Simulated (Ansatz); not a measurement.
**CoCl (charge +1): shapes and states compared**

Program: Ansatz, Gaussian basis, development build. Basis cc-pwCVTZ-DK on Co, cc-pVTZ-DK on Cl, scalar X2C without spin–orbit coupling, 10 orbitals frozen in the corrections; active space CAS(13,9), shells under the valence barred from it. Restricted Hartree–Fock, then the lowest state-specific CASSCF solution met for each case. Coupled cluster stands on the determinant that it favours, not always the lowest RHF. Single-reference values can break down or jump between states where bonds are stretched. Unlike active orbitals can shift such differences by tenths of an eV, at times by over 1 eV.

Case A, doublet: bond length 2.0660 Å.

Case B, quartet: the shape of A.

Energy less that of case A, in eV:

```csv
case,RHF/ROHF,CASSCF,CCSD(T)
B,-2.737,-2.194,-1.694
```

Task: Give the SC-NEVPT2 energies against case A.

Result: B: -1.582 eV (-36.5 kcal/mol).

Task: Which case is lowest, and do the methods agree?

Result: B is lowest in SC-NEVPT2. Of the methods shown, RHF/ROHF, CASSCF, CCSD(T) agree.
